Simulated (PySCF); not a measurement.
Vertical excitations of a molecule C₃H₅ClOSi from TDDFT-PBE/def2-SVPD (PySCF), as energy in eV (oscillator strength): 5.29 (0.085), 5.77 (0.018), 5.82 (0.005), 5.92 (0.018), 6.08 (0.003), 6.36 (0.031), 6.65 (0.001), 6.88 (0.000), 6.90 (0.004), 6.97 (0.003). Lowest triplet (TDA): 3.99 eV. Coordinates come from a B3LYP-D3(BJ)/def2-SVP optimisation. Other conformers were not sampled.

Problem. Identify the compound among the candidates.
(A) C=C1OC[Si@H]1Cl
(B) ClC1=C[SiH2]CO1
(C) Cl[Si@@H]1C=COC1
(D) C=C=CO[SiH2]Cl

Solution. C, Cl[Si@@H]1C=COC1
